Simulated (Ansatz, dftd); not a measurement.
Species: BHSeCl, charge 0, doublet. BHSeCl (SMILES ClB[Se], doublet).
B3LYP-D3(BJ)/def2-TZVP minimum from Ansatz (an electronic-structure program):
```xyz
4

B     -0.0323     0.1041    -0.9417
Cl    -1.7535     0.4383    -1.0122
H      0.6028     0.0879    -1.9450
Se     0.8638    -0.2371     0.7018
```
Charge 0, spin multiplicity 2.

Property: atomisation energy (electronic, to ground-state atoms), in kcal/mol. UHF or UKS for unpaired electrons; spin-orbit terms are left out. Cores are frozen in correlated methods (noble-gas shells, and filled d and f shells in the p block). No relativity. CBS(X,Y): correlation extrapolated as X^-3, Hartree-Fock from the larger set. A bracket is a step between two methods taken in the basis named. Double hybrids freeze cores in their MP2 part. Where a partner has so few electrons that a lower coupled-cluster level is exact, that level stands in.

```tsv
level	program	atomisation energy (kcal/mol)	difference against the last row
r2SCAN-D4/def2-TZVPD	Ansatz + dftd4	293.3	10.6
CAM-B3LYP-D4/def2-TZVPD	Ansatz + dftd4	284.7	2.0
B2PLYP/def2-TZVPD	Ansatz	281.6	-1.1
B2GP-PLYP/def2-TZVPD	Ansatz	281.4	-1.3
MP2/CBS(def2-TZVPP,def2-QZVPP)	Ansatz	291.0	8.3
CCSD/def2-SVP	Ansatz	264.4	-18.3
CCSD(T)/def2-QZVPP	Ansatz	279.0	-3.7
CCSDT(Q)/def2-SVP	Ansatz	269.2	-13.5
CCSD(T)/CBS(def2-TZVPP,def2-QZVPP) + [CCSDT(Q) - CCSD(T)]/def2-SVP	Ansatz	282.7	0.0
```
